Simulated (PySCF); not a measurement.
What settings do to a single point of [Nd(PH3)]3+

The sound run of [Nd(PH3)]3+ (singlet in the valence; each metal's 4f electrons, 3 of them, lie in its core potential, out of spins and levels) uses PySCF 2.14.0, RKS PBE, Nd lcecp-1-SVP with ECP49, P def2-SVP, H def2-SVP; non-relativistic Hamiltonian with scalar-relativistic core potentials where named; density fitting; no spin-orbit coupling, grid (50, 194), threshold 1e-8 Eh and 55 cycles, at the relaxed geometry:

```xyz
5

Nd    0.0000    0.0000   -0.4852
P     0.0000    0.0000    2.5096
H     1.3386    0.0000    3.0428
H    -0.6693    1.1593    3.0428
H    -0.6693   -1.1593    3.0428
```

There Nd1 has a Mulliken charge of 2.26 e and the dipole about the centre of mass is 2.69 D. Each run below changes one thing and starts from free metal ions and neutral atoms unless it says otherwise; with 55 cycles, smearing, a level shift and second-order steps follow where DIIS fails, and their cycles count. Energy shifts count from the sound run. On f atoms grids over 110 angular points are at least (60, 302).

```csv
change,outcome,cycles,energy shift (eV),largest force component (eV/Å),charge on Nd1 (e),dipole about the centre of mass (D)
threshold 1e-05,converged,10,0.0000,0.00,2.26,2.69
start from a density of up to 30 smeared cycles (not counted),converged,8,0.0000,0.01,2.26,2.69
all coordinates × 1.12,converged,12,0.86,2.12,2.24,3.55
"P2 put 1.1 Å from Nd1, limit 78 cycles",converged,14,122.11,441.23,0.16,14.72
```

(1) How does the run with this change end: cycle limit 3?

Unsound on purpose, so not properties of the compound: P2 put 1.1 Å from Nd1, limit 78 cycles.

Forces carry noise of the integration grid, about 0.01 to 0.03 eV/Å.

An lcecp potential fixes the number of 4f electrons, so in runs with it no electron can move into or out of that shell.

Results:

(1) outcome not converged, cycles 3.
